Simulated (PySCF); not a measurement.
C₃H₆Cl, doublet, at a GFN2-xTB geometry; B3LYP5/6-311G** run with PySCF.

Input for PySCF:
```python
from pyscf import gto, scf, dft

mol = gto.M(
    atom='''
C    -1.12714493    0.54831026   -1.12061078
C     0.05858672    0.01652336   -0.40707604
C     1.43913294    0.42902159   -0.75611191
Cl   -0.19499081   -0.56806618    1.18693576
H    -1.37519472    1.56824688   -0.79981318
H    -0.93026778    0.57765788   -2.19090812
H    -2.00138196   -0.07334642   -0.93606275
H     2.16736257   -0.26712278   -0.34395903
H     1.67995543    1.42623389   -0.36587780
H     1.55092187    0.46232438   -1.83849467
''',
    basis='6-311g**',
    spin=1,
    verbose=4,
)

mf = dft.UKS(mol)
mf.xc = 'b3lyp5'
mf.kernel()
```

What the program printed (banner, timings and long lists left out):

```
PySCF version 2.14.0

[INPUT] verbose = 4
[INPUT] num. atoms = 10
[INPUT] num. electrons = 41
[INPUT] charge = 0
[INPUT] spin (= nelec alpha-beta = 2S) = 1
[INPUT] symmetry False subgroup None
[INPUT] Mole.unit = angstrom
[INPUT] Symbol           X                Y                Z      unit          X                Y                Z       unit  Magmom
[INPUT]  1 C     -1.127144930000   0.548310260000  -1.120610780000 AA   -2.129995220392   1.036156222689  -2.117647466435 Bohr   0.0
[INPUT]  2 C      0.058586720000   0.016523360000  -0.407076040000 AA    0.110712855337   0.031224625058  -0.769262227472 Bohr   0.0
[INPUT]  3 C      1.439132940000   0.429021590000  -0.756111910000 AA    2.719567113440   0.810733306625  -1.428844429422 Bohr   0.0
[INPUT]  4 Cl    -0.194990810000  -0.568066180000   1.186935760000 AA   -0.368479227707  -1.073489500828   2.242983513852 Bohr   0.0
[INPUT]  5 H     -1.375194720000   1.568246880000  -0.799813180000 AA   -2.598741388748   2.963557098904  -1.511427861017 Bohr   0.0
[INPUT]  6 H     -0.930267780000   0.577657880000  -2.190908120000 AA   -1.757951326707   1.091615186897  -4.140216310886 Bohr   0.0
[INPUT]  7 H     -2.001381960000  -0.073346420000  -0.936062750000 AA   -3.782063775045  -0.138604646017  -1.768902232907 Bohr   0.0
[INPUT]  8 H      2.167362570000  -0.267122780000  -0.343959030000 AA    4.095721669933  -0.504788895832  -0.649988364771 Bohr   0.0
[INPUT]  9 H      1.679955430000   1.426233890000  -0.365877800000 AA    3.174655664176   2.695191441673  -0.691408837058 Bohr   0.0
[INPUT] 10 H      1.550921870000   0.462324380000  -1.838494670000 AA    2.930817574898   0.873666458909  -3.474251407773 Bohr   0.0

nuclear repulsion = 156.846106168251
number of shells = 60
number of NR pGTOs = 189
number of NR cGTOs = 116
basis = 6-311g**
ecp = {}

******** <class 'pyscf.dft.uks.UKS'> ********
method = UKS
initial guess = minao
damping factor = 0
level_shift factor = 0
DIIS = <class 'pyscf.scf.diis.CDIIS'>
diis_start_cycle = 1
diis_space = 8
diis_damp = 0
SCF conv_tol = 1e-09
SCF conv_tol_grad = None
SCF max_cycles = 50
direct_scf = True
direct_scf_tol = 1e-13
number electrons alpha = 21  beta = 20
XC library pyscf.dft.libxc version 7.1.2
    S. Lehtola, C. Steigemann, M. J. T. Oliveira, and M. A. L. Marques,  SoftwareX 7, 1–5 (2018)
XC functionals = b3lyp5
    P. A. M. Dirac,  Math. Proc. Cambridge Philos. Soc. 26, 376 (1930)
    F. Bloch,  Z. Phys. 57, 545 (1929)
    A. D. Becke,  Phys. Rev. A 38, 3098 (1988)
    C. Lee, W. Yang, and R. G. Parr,  Phys. Rev. B 37, 785 (1988)
    B. Miehlich, A. Savin, H. Stoll, and H. Preuss,  Chem. Phys. Lett. 157, 200 (1989)
    S. H. Vosko, L. Wilk, and M. Nusair,  Can. J. Phys. 58, 1200 (1980)
radial grids:
    Treutler-Ahlrichs [JCP 102, 346 (1995); DOI:10.1063/1.469408] (M4) radial grids

becke partition: Becke, JCP 88, 2547 (1988); DOI:10.1063/1.454033
pruning grids: <function nwchem_prune>
grids dens level: 3
symmetrized grids: False
atomic radii adjust function: <function treutler_atomic_radii_adjust>
small_rho_cutoff = 0
Set gradient conv threshold to 3.16228e-05
tot grids = 120088
init E= -578.208747352896

cycle= 1 E= -577.956758501738  delta_E= 0.252  |g|= 0.259  |ddm|= 1.75
cycle= 2 E= -577.956010562614  delta_E= 0.000748  |g|= 0.267  |ddm|= 0.38
cycle= 3 E= -577.990948773865  delta_E= -0.0349  |g|= 0.0199  |ddm|= 0.181
cycle= 4 E= -577.99114142201  delta_E= -0.000193  |g|= 0.0124  |ddm|= 0.0386
cycle= 5 E= -577.991223588594  delta_E= -8.22e-05  |g|= 0.00309  |ddm|= 0.0174
cycle= 6 E= -577.991229319151  delta_E= -5.73e-06  |g|= 0.00206  |ddm|= 0.00431
cycle= 7 E= -577.991231659247  delta_E= -2.34e-06  |g|= 0.0006  |ddm|= 0.00294
cycle= 8 E= -577.991231896981  delta_E= -2.38e-07  |g|= 0.000158  |ddm|= 0.000887
cycle= 9 E= -577.991231915594  delta_E= -1.86e-08  |g|= 3.55e-05  |ddm|= 0.00027
cycle= 10 E= -577.991231916733  delta_E= -1.14e-09  |g|= 1.29e-05  |ddm|= 6.44e-05
cycle= 11 E= -577.991231916855  delta_E= -1.22e-10  |g|= 4.5e-06  |ddm|= 2.79e-05
Extra cycle  E= -577.991231916863  delta_E= -8.87e-12  |g|= 3.72e-06  |ddm|= 7.6e-06
converged SCF energy = -577.991231916863  <S^2> = 0.75402673  2S+1 = 2.0040227
```
